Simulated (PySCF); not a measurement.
Identify the unknown among the candidates.

All candidates are C5H6F2.

* NMR, other nuclei: isotropic shieldings of nuclei other than C and H, by class: 314 (2 F) ppm [GIAO PBE0/pcSseg-1]
* Dipole: 2.54 D [CAM-B3LYP/def2-SVPD]
* UV, first state: lowest singlet excitation: 5.89 eV (210 nm, f = 0.810) [TDDFT CAM-B3LYP/def2-SVPD]
* Rotational structure: rotational constants A, B, C: 7.620, 1.150, 1.042 GHz [GFN2-xTB]
* Triplet: lowest triplet excitation (Tamm–Dancoff): 3.22 eV [TDA CAM-B3LYP/def2-SVPD]
* 13C NMR: chemical shifts (computed TMS as zero) by class: 143.8 (1 C), 142.8 (1 C), 133.7 (1 C), 130.4 (1 C), 119.6 (1 C) ppm [GIAO PBE0/pcSseg-1]
* Polarisability: 68.7 au [CAM-B3LYP/def2-SVPD]
* 1H NMR: chemical shifts (computed TMS as zero) by class: 6.87 (1 H), 6.69 (1 H), 6.68 (1 H), 5.81 (1 H), 5.81 (1 H), 5.72 (1 H) ppm [GIAO PBE0/pcSseg-1]

The electronic properties come from PySCF, for the isolated species, density fitting. Levels stand in brackets. One conformer (not necessarily the lowest) at the GFN2-xTB geometry, without solvent, vibrations or thermal averaging. NMR classes are plain means over equivalent atoms (diastereotopic ones count apart unless rotation or inversion swaps them), as if these changed places fast.

Question: Which candidate is it?
A. `FCCC1=C(F)C1`
B. `C=C=C(C)C(F)F`
C. `C=C/C=C/C(F)F`
D. `CC1=C(F)[C@@]1(C)F`

Answer: C. It is `C=C/C=C/C(F)F`. Numbering: `[CH2:1]=[CH:2]/[CH:3]=[CH:4]/[CH:5]([F:6])[F:7]`. Its formula, C5H6F2, gives 2 degrees of unsaturation: 0 rings and 2 π bonds in the structure found. 5 carbons fall into 5 classes; from least to most shielded: alkene CH carbon [C2] (143.8 ppm), alkene CH carbon [C3] (142.8 ppm), alkene CH carbon [C4] (133.7 ppm), terminal =CH2 carbon [C1] (130.4 ppm), CHF2 carbon [C5] (119.6 ppm). Hydrogen classes from least to most shielded: 1 H on an alkene CH carbon, C3 (6.87 ppm), 1 H on an alkene CH carbon, C2 (6.69 ppm), 1 H on a CHF2 carbon, C5 (6.68 ppm), 1 H on a terminal =CH2 carbon, C1 (5.81 ppm), 1 H on an alkene CH carbon, C4 (5.81 ppm), 1 H on a terminal =CH2 carbon, C1 (5.72 ppm). The other shieldings belong to: 314 ppm, fluorine of a CF2 group [F6/F7]. The optimised geometry has point group C1 and is an asymmetric top.

The others, at the same levels:
- `FCCC1=C(F)C1` fails: its computed 13C shifts are 153.6 (1 C), 84.1 (1 C), 79.7 (1 C), 28.8 (1 C), 22.8 (1 C) ppm, 1H shifts are 4.84 (2 H), 2.89 (2 H), 1.81 (2 H) ppm and lowest singlet excitation is 6.33 eV (196 nm, f = 0.007) (against 5.89 eV).
- `CC1=C(F)[C@@]1(C)F` fails: its computed 13C shifts are 161.0 (1 C), 106.7 (1 C), 83.7 (1 C), 21.7 (1 C), 7.9 (1 C) ppm, 1H shifts are 2.09 (3 H), 1.70 (3 H) ppm and rotational constant A is 2.717 GHz (against 7.620 GHz).
- `C=C=C(C)C(F)F` fails: its computed 13C shifts are 220.5 (1 C), 123.3 (1 C), 103.3 (1 C), 81.2 (1 C), 13.3 (1 C) ppm, 1H shifts are 6.52 (1 H), 5.18 (2 H), 2.03 (3 H) ppm and rotational constant A is 4.179 GHz (against 7.620 GHz).

Each candidate is one conformer, not necessarily the lowest. Dipoles, sizes and rotational constants follow the conformer. The torsions of the flexible species, by atom-mapped SMILES:
- `[CH2:1]=[CH:2]/[CH:3]=[CH:4]/[CH:5]([F:6])[F:7]`: C1–C2–C3–C4 180°, C3–C4–C5–F6 -125°
- `[F:1][CH2:2][CH2:3][C:4]1=[C:5]([F:6])[CH2:7]1`: F1–C2–C3–C4 176°, C2–C3–C4–C5 122°
- `[CH2:1]=[C:2]=[C:3]([CH3:4])[CH:5]([F:6])[F:7]`: C2–C3–C5–F6 121°
